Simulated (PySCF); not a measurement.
Er(III) with different ligands

Computed with PySCF 2.14.0, PBE0, def2-SVP on the ligands, density fitting, scalar-relativistic core potentials, no spin-orbit coupling, vacuum. The metal has lcecp-1-SVP with ECP57. Each complex is relaxed within the symmetry of a template of the same shape. Distances are means of the shortest metal–ligand contacts, charges and spins Mulliken's. lcecp potentials hold a fixed number of 4f electrons in the core, out of states, spins and gaps.

```
complex  point group  M–first ligand (Å)  charge on M (e)  dipole (D)  strongest infrared band, degenerate modes summed (cm⁻¹)  unstable modes (below −25 cm⁻¹)
ErO(OH)           Cs               1.820             0.79        6.19                                                      824                                0
  ErOCl           Cs               1.799             0.80        7.41                                                      856                                0
   ErOF           Cs               1.811             0.90        7.59                                                      839                                0
```

**Question.** A further member has point group Cs, M–first ligand (Å) 2.311, charge on M (e) 0.79, dipole (D) 8.00, strongest infrared band, degenerate modes summed (cm⁻¹) 584, unstable modes (below −25 cm⁻¹) 0. Which complex is it?

**Answer.** ErSF. Other answers can fit too; this one was computed.

One start shape was tried for each, so a minimum needn't be the lowest isomer.
